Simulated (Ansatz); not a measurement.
One change: `C/N=C/N[SiH3]` becomes `C=NC`.

Ansatz, PBE0-D4/def2-TZVP geometries, multiplicity 1. Each molecule was computed in one conformer, which needn't be the lowest.

```
                                          property  `C/N=C/N[SiH3]`
               LUMO energy (B3LYP/def2-TZVPP) / eV             0.25
               HOMO–LUMO gap (PBE/def2-TZVPP) / eV             5.05
size of the dipole moment (ωB97M-V/def2-TZVPP) / D             2.32
               HOMO energy (B3LYP/def2-TZVPP) / eV            -6.57
             HOMO–LUMO gap (B3LYP/def2-TZVPP) / eV             6.82
    size of the dipole moment (PBE/def2-TZVPP) / D             2.14
```

Problem. What does the change do to each property? (Best estimate.)

Solution. The calculation gave: 
| property | `C=NC` | shift |
| --- | --- | --- |
| LUMO energy (B3LYP/def2-TZVPP) / eV | -0.55 | -0.80 |
| HOMO–LUMO gap (PBE/def2-TZVPP) / eV | 4.44 | -0.61 |
| size of the dipole moment (ωB97M-V/def2-TZVPP) / D | 1.51 | -0.81 |
| HOMO energy (B3LYP/def2-TZVPP) / eV | -7.13 | -0.56 |
| HOMO–LUMO gap (B3LYP/def2-TZVPP) / eV | 6.58 | -0.24 |
| size of the dipole moment (PBE/def2-TZVPP) / D | 1.36 | -0.78 |

With PBE0 the HOMO falls by 0.57 eV and the LUMO falls by 0.77 eV, so the gap narrows by about 0.20 eV. PBE moves the HOMO by -0.27 eV and ωB97M-V by -0.73 eV. Dipoles are sizes alone; their direction can turn.

B3LYP here is the variant with VWN-RPA as its local correlation; programs differ in this.
